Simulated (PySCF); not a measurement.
Mayer bond orders and bond lengths

C₃H₁₁NOSSi₂.
SMILES with atom numbers: `[CH3:1][N:2]([CH3:3])[C:4](=[O:5])[SiH2:6][S:7][SiH3:8]` (hydrogens: H9, H10, H11 on C1; H12, H13, H14 on C3; H15, H16 on Si6; H17, H18, H19 on Si8)

Cartesian coordinates in Å at the PBE0-D3(BJ)/def2-SVP level; atoms count from 1:
```
atom  x, y, z in Å
C1    -2.3043   -0.7126   -0.3258
N2    -1.3400    0.2926    0.0328
C3    -1.8444    1.6186    0.3042
C4    -0.0087    0.0531    0.1037
O5     0.7983    0.9250    0.4142
Si6    0.7167   -1.7002   -0.2736
S7     2.8325   -1.5487   -0.1947
Si8    3.3607    0.4569    0.4746
H9    -1.8276   -1.6969   -0.4289
H10   -2.7986   -0.4723   -1.2828
H11   -3.0826   -0.7995    0.4504
H12   -2.5251    1.6073    1.1717
H13   -2.3966    2.0086   -0.5669
H14   -0.9918    2.2732    0.5197
H15    0.2815   -2.1702   -1.6238
H16    0.1898   -2.6746    0.7309
H17    3.1294    1.5314   -0.5254
H18    2.9357    0.7875    1.8597
H19    4.8437    0.2310    0.5215
```

Bond orders from the PBE0/pcSseg-1 density (PySCF). The structure is a single PBE0-D3(BJ)/def2-SVP conformer in the gas phase; no vibrational or solvent corrections.

(1) Where do the orders between heavy atoms depart from those drawn in the SMILES?

(2) Set the Mayer orders of the bonds between heavy atoms beside their lengths.

Answers

(1) The largest departure is 0.301, at C4–O5 (drawn double, 1.699). Drawn single, order above 1.12: N2–C4 (1.161). Drawn single, order below 0.88: C4–Si6 (0.819) and S7–Si8 (0.870). Drawn double or triple, more than 0.30 short of the drawn order: C4–O5 (1.699).

(2) 
```csv
bond,drawn as,length (Å),Mayer order
C1–N2,single,1.438,0.951
N2–C3,single,1.444,0.925
N2–C4,single,1.354,1.161
C4–O5,double,1.228,1.699
C4–Si6,single,1.935,0.819
Si6–S7,single,2.123,1.029
S7–Si8,single,2.179,0.870
```

Bonds between the same two heavy elements. C–N: lowest N2–C3 (0.925, 1.444 Å), highest N2–C4 (1.161, 1.354 Å). S–Si: lowest S7–Si8 (0.870, 2.179 Å), highest Si6–S7 (1.029, 2.123 Å).

Task: And the bonds to hydrogen?

Result: C–H: 0.94 to 0.96 (6 bonds); H–Si: 0.90 to 0.93 (5 bonds).

Task: Sum the orders of all bonds at each heavy atom with more than one neighbour and set the sums beside the valence in the SMILES.

Result: C1 3.799 (drawn 4), N2 3.037 (drawn 3), C3 3.796 (drawn 4), C4 3.679 (drawn 4), Si6 3.660 (drawn 4), S7 1.899 (drawn 2), Si8 3.629 (drawn 4). Orders between atoms that aren't bonded are not in these sums.

Mayer orders depend on the basis set.

The run behind these numbers computed NMR shieldings as well. Hardware: one thread of an Arm Neoverse V2, shared host with 32 logical CPUs at a one-minute load of 19. Cost: 36 s of wall time, 1.0 GiB resident at most.
